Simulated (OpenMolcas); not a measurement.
## Ru2+ in a point-charge field

Ru2+ among 6 point charges of -1.7 e arranged as an octahedron (Oh), 1.79 Å from the ion. The active orbitals were held to one l.
```
   1.7900    0.0000    0.0000  -1.70
   0.0000    1.7900    0.0000  -1.70
  -1.7900    0.0000    0.0000  -1.70
   0.0000   -1.7900    0.0000  -1.70
   0.0000    0.0000    1.7900  -1.70
   0.0000    0.0000   -1.7900  -1.70
```

| Quantity | Value |
| --- | --- |
| Program | OpenMolcas 26.06 |
| Method | CASSCF |
| Basis | ANO-RCC-VDZP [6s5p3d1f] |
| Scalar Hamiltonian | DKH2, point nucleus |
| Active space | 6 electrons in 5 orbitals (4d) |
| State averaging | 2S+1 = 5 even, 5 roots; 2S+1 = 3 even, 45 roots; 2S+1 = 1 even, 50 roots |
| Spin-orbit coupling | state interaction with AMFI integrals over the reference wave functions |

The lowest spin-free states (labels of O, the rotations of Oh), above the lowest:

| State | Degeneracy | E (cm-1) | Free-ion L (%) |
| --- | --- | --- | --- |
| 1A1 | 1 | 0.0 | G (54) |
| 5T2 | 3 | 4874 | D (100) |
| 3T1 | 3 | 7052 | H (45) |
| 3T2 | 3 | 11823 | G (36) |
| 1T1 | 3 | 14287 | I (58) |
| 3T1 | 3 | 22506 | H (69) |
| 3T2 | 3 | 23754 | H (49) |
| 1T2 | 3 | 23811 | I (45) |
| 3E | 2 | 24982 | G (51) |
| 5E | 2 | 25100 | D (100) |
| 3T1 | 3 | 26388 | G (45) |
| 3T2 | 3 | 30207 | D (54) |
| 1T2 | 3 | 31513 | I (53) |
| 1E | 2 | 31597 | G (74) |
| 1A1 | 1 | 32337 | I (51) |
| 3A2 | 1 | 34614 | F (100) |
| 1T1 | 3 | 37088 | G (47) |
| 1A2 | 1 | 37980 | I (54) |
| 1T2 | 3 | 39267 | F (32) |
| 3T1 | 3 | 40908 | H (56) |

The lowest levels with spin-orbit coupling:

```tsv
E (cm-1)	Degeneracy	Label	2S+1
0.0	1	A1	1
4708	3	T2	5
4779	2	E	5 (85 %)
4906	3	T1	5 (86 %)
5241	1	A1	5 (83 %)
5394	3	T2	5 (78 %)
5477	3	T1	5
7578	2	E	3 (86 %)
7915	3	T2	3 (75 %)
8763	3	T1	3 (79 %)
9583	1	A1	3 (78 %)
11918	3	T1	3 (90 %)
12270	2	E	3
12837	3	T2	3
13089	1	A2	3
15007	3	T1	1 (88 %)
22750	2	E	3
22962	3	T2	3
23086	3	T1	3
23128	1	A1	3
```

Powder χT (cm3 K/mol): 0 at 2 K, 0.00321 at 10 K, 0.0161 at 50 K, 0.0321 at 100 K, 0.0643 at 200 K, 0.0964 at 300 K. The effective moment at 300 K is 2.828 √(χT) = 0.88 μB.

The lowest level has 2S+1 = 1, for which the spin-only value is χT = S(S+1) / 2 = 0.000 cm3 K/mol (g = 2). The computed 0.096 at 300 K differs by +0.096, through orbital momentum, spin-orbit coupling and any other state in reach.

Without dynamic correlation the repulsion within the d shell is too large (B by tens of per cent), so at a given field states of lower spin stand too high. This shell can be high or low spin here, a state of another spin lies low, and with metal d orbitals alone active their balance is uncertain, so the ground spin may be wrong, although the usual error favours high spin. This is an electrostatic model: the charges have no orbitals. No measured value stands beside these numbers.
